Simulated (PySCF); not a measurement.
ZrBr4, optimised at GFN2-xTB:

```xyz
5

Zr    -0.0149     0.0093    -0.0167
Br    -0.0150     0.9903    -2.2994
Br    -0.0207    -2.4699    -0.1807
Br     2.0167     0.7538     1.2046
Br    -2.0406     0.7629     1.2088
```

Energies from PySCF (xtb for GFN2), thermal terms from the rigid-rotor harmonic-oscillator model, ideal gas at 1 bar. All species are closed-shell singlets. Zr: scalar-relativistic def2 core potential, no spin-orbit coupling. Br: all electrons, no relativistic terms.

List the harmonic frequencies (cm⁻¹, unscaled) at this level and at the other levels, each on its own geometry.


- GFN2-xTB: 49, 49, 49, 50, 50, 213, 317, 317, 317
- PBE/def2-SVP: 58, 58, 68, 68, 68, 222, 310, 310, 311
- PBE0/def2-TZVP: 59, 60, 70, 71, 71, 232, 319, 319, 319
